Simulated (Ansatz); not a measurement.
CH$_{6}$FInO$_{4}$Si, SMILES `[CH3][In]([F])[O][Si](O)(O)O`. The species carries charge 0 and has multiplicity 1. In takes the def2 core potential.

Z-matrix (Å, degrees):
```
In
F 1 1.984
O 1 2.035 2 97.9
O 1 2.379 2 87.4 3 -67.5
C 1 2.111 2 125.3 3 165.5
Si 1 2.817 2 82.8 3 -30.5
H 4 0.960 1 128.6 2 -40.2
H 5 1.089 1 109.5 2 -118.0
H 5 1.089 1 109.3 2 2.4
H 5 1.089 1 108.8 2 122.5
O 6 1.622 1 144.9 2 -171.9
O 6 1.631 1 107.7 2 5.6
H 11 0.958 6 116.2 1 -165.4
H 12 0.965 6 112.6 1 6.8
```

(1) What are the harmonic wavenumbers in cm⁻¹ at PBE0-D4/def2-TZVP (Ansatz, finite differences of forces, unscaled)? (Estimate.)

(2) Is this a minimum?

(3) Give the ideal-gas thermochemistry at 298.15 K and 1 bar (rigid rotor, harmonic oscillator; point group C1, symmetry number 1).

Answers

(1) Computed: 36, 43, 79, 101, 121, 128, 150, 165, 216, 290, 335, 360, 396, 438, 512, 530, 549, 607, 741, 757, 763, 810, 878, 904, 921, 998, 1069, 1207, 1451, 1452, 3079, 3178, 3185, 3825, 3889, 3933.

(2) Yes, all 36 modes are real.

(3) Zero-point energy 227.9 kJ/mol; H(298) − E = 262.8 kJ/mol; entropy 472.7 J/(mol·K), of which translation 177.4, rotation 125.5, vibration 169.8; G(298) − E = 121.8 kJ/mol. Modes under 100 cm⁻¹ are hindered rotations or soft bends, so the harmonic entropy is rough.
